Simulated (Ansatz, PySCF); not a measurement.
System: chloro(fluoro)silane, sum formula SiH$_{2}$ClF, net charge 0, singlet state. 
Geometry from a B3LYP-D3(BJ)/def2-TZVP (Ansatz, a first-principles code) optimisation:
```
Si
F 1 1.5953
H 1 1.4700 2 108.26
H 1 1.4700 3 113.68 2 120.32
Cl 1 2.0473 3 108.86 4 121.52
```
Charge 0, spin multiplicity 1.

PBE beside other levels, property by property. Cores are frozen in the correlated levels unless marked. UHF or UKS for open shells. No spin-orbit coupling. Non-relativistic. CBS(X,Y): correlation extrapolated as X^-3; Hartree-Fock from the larger set. Rows marked 298 K are enthalpies with B3LYP-D3(BJ) harmonic zero-point and thermal terms from PySCF. Atomisation energies are electronic, to ground-state atoms; the column to compare with has the core term from cc-pwCVTZ added, other frozen-core levels have none. The coupled-cluster column (Ansatz) is a level with limits of its own: CCSD(T)/CBS(cc-pV(T+d)Z,cc-pV(Q+d)Z).

| property | r2SCAN/def2-TZVPD (Ansatz) | RI-MP2/CBS(cc-pV(T+d)Z,cc-pV(Q+d)Z) (Ansatz) | CCSD(T)/aug-cc-pV(T+d)Z (Ansatz) | coupled cluster |
|---|---|---|---|---|
| F-Si bond dissociation enthalpy, 298 K, to [SiH2]Cl + F atom (kcal/mol) | 149.5 | 164.3 | 152.2 | 156.2 |
| atomisation energy (kcal/mol) | 398.2 | 411.7 | 390.8 | 402.4 |

Problem. What does PBE/def2-TZVPD (Ansatz) give for each property, and on which side of coupled cluster does it fall?

Solution. 
- F-Si bond dissociation enthalpy, 298 K, to [SiH2]Cl + F atom: PBE lies 5.5 kcal/mol below coupled cluster; PBE gives 150.7 kcal/mol.
- atomisation energy: PBE lies 8.1 kcal/mol below coupled cluster; PBE gives 394.3 kcal/mol.
